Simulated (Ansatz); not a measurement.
One geometry of the cluster Ge3S6, several levels of theory.

```yaml
crystal:
  periodic: [false, false, false]
  atoms:
    - {symbol: Ge, position_ang: [-0.766681, -2.044708, 0.132893]}
    - {symbol: Ge, position_ang: [2.157541, 0.357175, -0.072345]}
    - {symbol: Ge, position_ang: [-1.391183, 1.687675, -0.060781]}
    - {symbol: S, position_ang: [0.785135, 2.094341, -0.115444]}
    - {symbol: S, position_ang: [-2.676846, 3.249653, -0.128102]}
    - {symbol: S, position_ang: [4.153642, 0.686388, -0.138572]}
    - {symbol: S, position_ang: [-1.475309, -3.936345, 0.262236]}
    - {symbol: S, position_ang: [-2.209355, -0.365174, 0.079948]}
    - {symbol: S, position_ang: [1.423056, -1.728994, 0.040166]}
basis:
  gaussian: {orbitals: def2-SVP, initial_orbitals: start.molden}
correlation: {method: mp2}
scf: {omitted_lower_state_checks: [starts]}
output: {orbitals: {seedname: orbitals}}
```

The file start.molden holds the orbitals of an earlier run on this structure, at another level or in another basis.

```sh
$ ansatz run in.yaml --threads 4 --pin off --events-out ev --progress --plain --max-ram 6963MiB
```

Shortened log:

```
Functional definition: HF
1887 factors; integrals over basis functions are off by at most 5.3e-4 eV
mean field evaluation 1: about -234285.8221 eV, gradient 3.3e1 eV
mean field evaluation 2: about -234287.8961 eV, gradient 2.1e0 eV
mean field evaluation 4: about -234288.0261 eV, gradient 4.6e-1 eV
mean field evaluation 8: about -234288.0266 eV, gradient 1.2e-5 eV
mean field -234288.02660499 eV, -8609.9261716052 hartree, gradient 1.0e-6 eV, S^2 0.000000; 0 other end points of the search recorded, 0 dependent functions left out
57 core orbitals not correlated: weight in the atoms' cores, before any rotation towards them, 1.000 or more for the frozen orbitals, at most 0.000 for the correlated occupied ones
reference -234288.02660499 eV, -8609.9261716052 hartree; 39, 39 occupied and 108, 108 virtual orbitals, 1887 factors
second order -38.13235079 eV of doubles, -0.00000000 eV of singles
Total energy: -234326.15895578 eV, -8611.3275096496 hartree
Checks for a lower state left out: starts
```

Hardware: 4 threads of Arm Neoverse V1 on a shared host. Wall time 11 s, peak host memory 0.8 GiB.

The first input with `gaussian: {orbitals: STO-3G}`, `hamiltonian: {xc: hf}` and without the key `correlation` (abridged; 1.9 s):

```
Functional definition: HF
mean field -231690.36926630 eV, -8514.4640251637 hartree, gradient 1.3e-5 eV, S^2 0.000000
Total energy: -231690.36926630 eV, -8514.4640251637 hartree
Checks for a lower state left out: starts
```

First input, but with `hamiltonian: {xc: pbe, dispersion: d4}` and without the key `correlation` (abridged; 4.2 s):

```
Functional definition: PBE
mean field -234477.97196479 eV, -8616.9065348282 hartree, gradient 2.0e-5 eV, S^2 0.000000
Total energy: -234478.70395997 eV, -8616.9334351549 hartree
Checks for a lower state left out: starts
```

As the first input, with `hamiltonian: {xc: pbe0, dispersion: d4}` and without the key `correlation` (abridged; 9.5 s):

```
Functional definition: PBE0
mean field -234486.97733708 eV, -8617.2374761559 hartree, gradient 1.3e-5 eV, S^2 0.000000
Total energy: -234487.62680279 eV, -8617.2613435803 hartree
Checks for a lower state left out: starts
```

First input, but with `gaussian: {orbitals: def2-TZVP, initial_orbitals: start.molden}`, `hamiltonian: {xc: {name: BLYP}, dispersion: d4}` and without the key `correlation` (abridged; 10 s):

```
Functional definition: BLYP
mean field -234579.56021370 eV, -8620.6398341166 hartree, gradient 2.3e-5 eV, S^2 0.000000
Total energy: -234581.05103332 eV, -8620.6946207271 hartree
Checks for a lower state left out: starts
```

The first input with `gaussian: {orbitals: def2-TZVP, initial_orbitals: start.molden}`, `hamiltonian: {xc: pbe0, dispersion: d4}` and without the key `correlation` (abridged; 43 s):

```
Functional definition: PBE0
mean field -234530.87365301 eV, -8618.8506360125 hartree, gradient 5.7e-5 eV, S^2 0.000000
Total energy: -234531.52312327 eV, -8618.8745036041 hartree
Checks for a lower state left out: starts
```

First input, but with `gaussian: {orbitals: def2-TZVP, initial_orbitals: start.molden}`, `hamiltonian: {xc: r2scan, dispersion: d4}`, `output: {forces: true, orbitals: {seedname: orbitals}}` and without the key `correlation` (abridged; 28 s):

```
Functional definition: r2SCAN
mean field -234570.02445986 eV, -8620.2894016268 hartree, gradient 2.5e-5 eV, S^2 0.000000
Total energy: -234570.20105493 eV, -8620.2958913756 hartree
Atom 0 force     0.051808     0.143473    -0.010013 eV/Å
Atom 1 force    -0.150642    -0.026349     0.005773 eV/Å
Atom 2 force     0.098855    -0.115727     0.006950 eV/Å
Atom 3 force    -0.047819    -0.124146     0.005437 eV/Å
Atom 4 force     0.042022    -0.053250     0.001513 eV/Å
Atom 5 force    -0.066814    -0.010781     0.002016 eV/Å
Atom 6 force     0.023217     0.063560    -0.003942 eV/Å
Atom 7 force     0.133459     0.020128    -0.005695 eV/Å
Atom 8 force    -0.084087     0.103092    -0.002039 eV/Å
Dipole moment:    -0.000553     0.000144     0.000611 e Å
Checks for a lower state left out: starts
```

Geometry: r2SCAN-D4/def2-SVP.

Correlated methods freeze 57 core orbitals; core or outer-core shells of Ge are correlated, in sets that lack core-valence functions. Another isomer (singlet) lies 0.11 eV lower at PBE0-D4/def2-TZVP; other spin states weren't run for this one.
